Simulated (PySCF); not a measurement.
Species: C4H7B2NO.
InChI=1S/C4H7B2NO/c5-8-6-7-3-1-2-4-7/h1-4,6H,5H2

A linear-response calculation (PySCF, def2-SVPD basis, gas phase, vertical, core orbitals frozen in the response) gave these numbers; the functional is withheld.

Orbital energies (eV): HOMO-3 -11.81, HOMO-2 -10.88, HOMO-1 -9.29, HOMO -8.30, LUMO 0.98, LUMO+1 1.13, LUMO+2 1.89.

```json
{"state": "S1", "E (eV)": "5.32", "f": "0.028", "main configurations (H = HOMO, L = LUMO)": "H→L+1 (98%)"}
{"state": "S2", "E (eV)": "5.94", "f": "0.0000", "main configurations (H = HOMO, L = LUMO)": "H-2→L (64%), H-1→L (32%)"}
{"state": "S3", "E (eV)": "6.13", "f": "0.280", "main configurations (H = HOMO, L = LUMO)": "H-1→L+1 (84%), H→L+7 (11%)"}
{"state": "S4", "E (eV)": "6.18", "f": "0.0017", "main configurations (H = HOMO, L = LUMO)": "H→L (93%)"}
{"state": "S5", "E (eV)": "6.53", "f": "0.0001", "main configurations (H = HOMO, L = LUMO)": "H→L+2 (57%), H→L+3 (21%), H→L+5 (13%)"}
{"state": "S6", "E (eV)": "6.96", "f": "0.117", "main configurations (H = HOMO, L = LUMO)": "H→L+4 (92%)"}
```

Triplets (Tamm–Dancoff): T1 3.81 eV, H→L+1 (81%), H→L+4 (13%); T2 5.04 eV, H-1→L+1 (74%), H→L+7 (13%); T3 5.51 eV, H-2→L (71%), H-1→L (24%); T4 5.97 eV, H→L+7 (64%), H-1→L+1 (17%), H→L+4 (8%).

Vertical ionisation energy by ΔSCF with the same functional: 8.45 eV. Mean static polarisability: 85.8 au.

Question: Name the functional.
A. B3LYP
B. wB97X-D
C. HF
D. PBE

Answer: B. wB97X-D is range-separated, 22% exact exchange at short range and 100% at long range (ω = 0.2 bohr⁻¹). In this run −ε(HOMO) = 8.30 eV differs from the ΔSCF value by -0.15 eV, and S1 differs from the orbital gap of 9.28 eV by -3.96 eV. The ratio −ε(HOMO)/IP is 0.98. Usual ranges for neutral molecules in this basis: 0.89 to 0.99 with wB97X-D, 0.5 to 0.7 with PBE, 0.67 to 0.83 with B3LYP; with Hartree–Fock the ratio is 1 or more (Koopmans' value less the relaxation energy is the ΔSCF value). The other options: PBE, a GGA without exact exchange; HF, time-dependent Hartree–Fock, 100% exact exchange; B3LYP, a global hybrid with 20% exact exchange.

The calculation used PySCF, TDDFT wB97X-D/def2-SVPD, vertical, gas phase, core orbitals frozen in the response. One conformer (not necessarily the lowest) at the PBE0-D3(BJ)/def2-SVP geometry, without solvent, vibrations or thermal averaging.
